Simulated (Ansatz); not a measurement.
The cluster B₆Os⁻. The state is a doublet with charge -1. Geometry PBE-D4/def2-SVPD; atoms count from 1.

```csv
atom,x (Å),y (Å),z (Å)
Os1,-0.856,0.053,1.033
B2,0.615,-1.227,-0.262
B3,1.332,-0.266,0.792
B4,-0.587,-0.627,-1.135
B5,0.589,0.540,-0.645
B6,-1.868,0.274,-0.607
B7,0.775,1.255,0.823
```

In the def2 sets Os takes a core potential; there is no spin–orbit coupling. The charge -1 doublet is spin-contaminated (final ⟨S²⟩ up to 1.08, 0.75 for a pure state). Another isomer (doublet) lies 0.45 eV lower at PBE0-D4/def2-TZVPD; other spin states weren't run for this one.

Estimate the Mulliken populations from the PBE0/def2-TZVPD orbitals of Ansatz.


```json
{"atom": "Os1", "charge (e)": "0.67", "spin (α − β)": "1.14", "d electrons": "6.57"}
{"atom": "B2", "charge (e)": "0.12", "spin (α − β)": "0.09", "d electrons": "–"}
{"atom": "B3", "charge (e)": "-0.20", "spin (α − β)": "0.06", "d electrons": "–"}
{"atom": "B4", "charge (e)": "-0.42", "spin (α − β)": "-0.10", "d electrons": "–"}
{"atom": "B5", "charge (e)": "-0.86", "spin (α − β)": "-0.17", "d electrons": "–"}
{"atom": "B6", "charge (e)": "-0.27", "spin (α − β)": "-0.21", "d electrons": "–"}
{"atom": "B7", "charge (e)": "-0.04", "spin (α − β)": "0.18", "d electrons": "–"}
```
Mulliken values depend strongly on the basis. With diffuse functions, as here, like atoms can get unlike values, and bond orders can come out too low or too high.

Where does the spin sit?

Summed by element: Os 1.14, B -0.14, of 1 unpaired in all. Largest on single atoms: Os1 1.14, B6 -0.21, B7 0.18.

And the Mayer bond orders between heavy atoms (over 0.3)?

Os1–B2 0.46 (2.34 Å); Os1–B3 0.51 (2.22 Å); Os1–B4 0.59 (2.29 Å); Os1–B5 0.72 (2.27 Å); Os1–B6 1.29 (1.94 Å); Os1–B7 0.82 (2.04 Å); B2–B3 1.15 (1.60 Å); B2–B4 1.07 (1.60 Å); B2–B5 0.38 (1.81 Å); B3–B5 0.49 (1.81 Å); B3–B7 1.25 (1.62 Å); B4–B5 0.68 (1.73 Å); B4–B6 0.94 (1.65 Å); B5–B7 0.81 (1.64 Å).
